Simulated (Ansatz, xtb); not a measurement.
# Relative energy of two structures of C2HGeO

Structure X: `O=C=[C]=[GeH]`, a doublet. Structure Y: a doublet given by its coordinates. Both are isolated molecules in the gas phase, relaxed with B3LYP-D3(BJ)/def2-SVP.

X (Å):

```tsv
atom	x (Å)	y (Å)	z (Å)
C	-0.6224	2.2220	-1.7703
C	-0.8159	1.5092	-0.7002
Ge	-0.4305	0.3528	0.6468
O	-0.5048	2.8843	-2.7301
H	-1.8098	0.3325	1.4413
```

Y (Å):

```xyz
5

C    -0.9125    1.8273   -1.3688
C    -1.1042    1.1305   -0.2550
Ge    0.3600    1.3565    1.0138
O    -0.6800    2.4613   -2.3147
H    -1.9998    0.5164   -0.1185
```

Close contacts (Å): C1–C2 1.33, C1–O4 1.16, C2–Ge3 1.95, C2–H5 1.09.

Problem. Estimate E(Y) − E(X) at the level CCSD(T)/def2-SVP.

Solution. Calculated at CCSD(T)/def2-SVP: E(Y) − E(X) = −120.3 kJ/mol, so structure Y lies lower.

Level by level:

```tsv
level	geometry	E(Y) − E(X) (kJ/mol)	departure from the last row (kJ/mol)	job, with rough time for the two
B3LYP-D3(BJ)/def2-SVP	B3LYP-D3(BJ)/def2-SVP	−103.1	+17.2	optimisation, 89 s
HF/def2-SVP	B3LYP-D3(BJ)/def2-SVP	−131.1	−10.9	part of the CCSD(T) run
MP2/def2-SVP	B3LYP-D3(BJ)/def2-SVP	−154.2	−34.0	part of the CCSD(T) run
CCSD(T)/def2-SVP	B3LYP-D3(BJ)/def2-SVP	−120.3		single point, 48 s
```

None of the levels shown reverses the order. The largest departure from CCSD(T)/def2-SVP is that of MP2/def2-SVP, 34.0 kJ/mol. Levels run at GFN2-xTB geometries aren't shown. MP2 in a larger basis moves the difference by 0.0 kJ/mol, a step that isn't added because spin contamination makes open-shell MP2 unreliable in this search.

With harmonic frequencies from B3LYP-D3(BJ)/def2-SVP (ideal gas, rigid rotor, one conformer each, 298.15 K, 1 atm): on the last row, ΔE + ΔZPE = −107.9, ΔH = −109.7, ΔG = −107.5 kJ/mol.

Open shells are spin-unrestricted. The correlated steps freeze 12 core orbitals; the filled d shell of Ge is correlated, in a basis made for valence electrons. Run with Ansatz 0.2.0; the last row on 1 thread of Arm Neoverse V1 on a shared host.
